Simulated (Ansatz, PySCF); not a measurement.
C₂H₈SSi, SMILES [SiH](C)(C)S. Atoms are numbered in the order given.

```xyz
12

Si    -0.0194    -0.5271     0.1703
C     -1.4496    -0.9361    -0.9820
C      1.6269    -0.9469    -0.6383
S     -0.0793     1.5587     0.7730
H     -0.1664    -1.2549     1.4633
H     -1.3698    -0.3635    -1.9206
H     -2.4141    -0.6886    -0.5126
H     -1.4509    -2.0089    -1.2384
H      2.4658    -0.7045     0.0320
H      1.7596    -0.3753    -1.5716
H      1.6778    -2.0200    -0.8879
H      0.0639     2.0436    -0.4834
```

Geometry: B3LYP-D3(BJ)/def2-SVP. Other conformers were not sampled.

Two levels are set side by side: PBE-D3(BJ)/def2-SVP (Ansatz, an electronic-structure program) and B3LYP-D3(BJ)/def2-SVP (Ansatz). Each level has its own optimised geometry; the coordinates shown are those of the second. Frequencies come from the Hessian of PySCF at each geometry. Differences are taken from unrounded values.

```csv
quantity,B3LYP-D3(BJ)
mean bond length (Å),1.399
bond Si1–C2 (Å),1.882
bond Si1–C3 (Å),1.882
bond Si1–S4 (Å),2.172
bond Si1–H5 (Å),1.491
bond C2–H6 (Å),1.102
bond C2–H7 (Å),1.101
bond C2–H8 (Å),1.103
bond C3–H9 (Å),1.101
bond C3–H10 (Å),1.102
bond C3–H11 (Å),1.103
bond S4–H12 (Å),1.354
highest harmonic wavenumber (cm⁻¹),3131
mean harmonic wavenumber (cm⁻¹),1337
zero-point energy (kcal/mol),57.36
```

**Question.** What does PBE-D3(BJ) give, and how far is it from B3LYP-D3(BJ)? (Estimate from the structure and the level; the computed values follow.)

**Answer.** 
```tsv
quantity	PBE-D3(BJ)	PBE-D3(BJ) minus B3LYP-D3(BJ)
mean bond length (Å)	1.407	0.007
bond Si1–C2 (Å)	1.888	0.006
bond Si1–C3 (Å)	1.888	0.006
bond Si1–S4 (Å)	2.175	0.003
bond Si1–H5 (Å)	1.505	0.014
bond C2–H6 (Å)	1.110	0.007
bond C2–H7 (Å)	1.108	0.007
bond C2–H8 (Å)	1.110	0.007
bond C3–H9 (Å)	1.108	0.007
bond C3–H10 (Å)	1.110	0.007
bond C3–H11 (Å)	1.110	0.007
bond S4–H12 (Å)	1.364	0.009
highest harmonic wavenumber (cm⁻¹)	3085	-46
mean harmonic wavenumber (cm⁻¹)	1304	-33
zero-point energy (kcal/mol)	55.93	-1.43
```

GGA bonds tend to be longer and softer than those of functionals with exact exchange. Differences between two approximate levels are no errors against the true value.
